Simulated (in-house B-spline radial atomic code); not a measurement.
RPA and G0W0 for K⁷⁺, [Ne] 3s2, as one setting changes: the highest l of the empty states. Start: PBE0. A dash marks a level of low quasi-particle weight. Computed with a B-spline radial code for spherical atoms: all electrons, scalar-relativistic (spin-free one-electron X2C), finite nucleus, each spin shell either full or empty, empty states to the listed l with an (l + 1/2)⁻⁴ tail; G0W0 by contour deformation at full frequency.

```json
{"highest l of the empty states": "3", "RPA summed (Eh)": "-0.6969", "RPA extrapolated (Eh)": "-0.76585", "G0W0 level (eV)": "3s -155.49"}
{"highest l of the empty states": "4", "RPA summed (Eh)": "-0.73456", "RPA extrapolated (Eh)": "-0.77494", "G0W0 level (eV)": "3s -155.48"}
{"highest l of the empty states": "5", "RPA summed (Eh)": "-0.74947", "RPA extrapolated (Eh)": "-0.77025", "G0W0 level (eV)": "3s -155.48"}
{"highest l of the empty states": "6", "RPA summed (Eh)": "?", "RPA extrapolated (Eh)": "?", "G0W0 level (eV)": "?"}
{"highest l of the empty states": "7", "RPA summed (Eh)": "-0.7603", "RPA extrapolated (Eh)": "-0.76799", "G0W0 level (eV)": "3s -155.48"}
{"highest l of the empty states": "8", "RPA summed (Eh)": "?", "RPA extrapolated (Eh)": "?", "G0W0 level (eV)": "?"}
{"highest l of the empty states": "9", "RPA summed (Eh)": "-0.76382", "RPA extrapolated (Eh)": "-0.76744", "G0W0 level (eV)": "3s -155.48"}
{"highest l of the empty states": "10", "RPA summed (Eh)": "-0.76468", "RPA extrapolated (Eh)": "-0.76731", "G0W0 level (eV)": "3s -155.48"}
{"highest l of the empty states": "11", "RPA summed (Eh)": "-0.76526", "RPA extrapolated (Eh)": "-0.76721", "G0W0 level (eV)": "3s -155.48"}
```

(1) What belongs in the row for 8?

(2) What belongs in the row for 6?

Answers

(1) RPA summed (Eh): -0.76248; RPA extrapolated (Eh): -0.76765; G0W0 level (eV): 3s -155.48.

(2) RPA summed (Eh): -0.75653; RPA extrapolated (Eh): -0.76866; G0W0 level (eV): 3s -155.48.
